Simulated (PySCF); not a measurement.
## KCl: frontier orbitals

BLYP at R = 2.720 Å; K def2-SVPD, Cl def2-SVPD; no relativity (PySCF 2.14). State: ¹Σ⁺ (singlet), closed shell. Only the outer orbitals are listed, counted within each symmetry.

```json
{"orbital": "7σ", "occ.": "2", "ε (eV)": "-35.34", "on K (%)": "100", "main shells (%)": "100 K s"}
{"orbital": "3π", "occ.": "2", "ε (eV)": "-19.22", "on K (%)": "100", "main shells (%)": "100 K p"}
{"orbital": "3π", "occ.": "2", "ε (eV)": "-19.22", "on K (%)": "100", "main shells (%)": "100 K p"}
{"orbital": "8σ", "occ.": "2", "ε (eV)": "-19.14", "on K (%)": "97", "main shells (%)": "97 K p"}
{"orbital": "9σ", "occ.": "2", "ε (eV)": "-16.04", "on K (%)": "2", "main shells (%)": "98 Cl s"}
{"orbital": "10σ", "occ.": "2", "ε (eV)": "-4.90", "on K (%)": "1", "main shells (%)": "99 Cl p"}
{"orbital": "4π", "occ.": "2", "ε (eV)": "-4.64", "on K (%)": "2", "main shells (%)": "98 Cl p"}
{"orbital": "4π", "occ.": "2", "ε (eV)": "-4.64", "on K (%)": "2", "main shells (%)": "98 Cl p"}
{"orbital": "11σ", "occ.": "0", "ε (eV)": "-1.97", "on K (%)": "93", "main shells (%)": "72 K s, 21 K p"}
{"orbital": "5π", "occ.": "0", "ε (eV)": "-0.30", "on K (%)": "104", "main shells (%)": "101 K p"}
{"orbital": "5π", "occ.": "0", "ε (eV)": "-0.30", "on K (%)": "104", "main shells (%)": "101 K p"}
```

**Question.** Which are the highest filled and the lowest empty level, where do they sit, and how wide is the gap?

**Answer.** Highest filled 4π at -4.64 eV (in %: 98 Cl p); lowest empty 11σ at -1.97 eV (in %: 72 K s, 21 K p); the gap at BLYP is 2.67 eV.

```json
{"bond order (Mayer)": "0.08", "⟨S²⟩": "0.000", "charge on K (Mulliken, basis-dependent)": "0.94", "charge on K (Löwdin, basis-dependent)": "0.75", "dipole moment (positive dipole means K(−)Cl(+))": "-10.38 D"}
```

Shares are Mulliken populations and can fall outside 0 to 100 %.
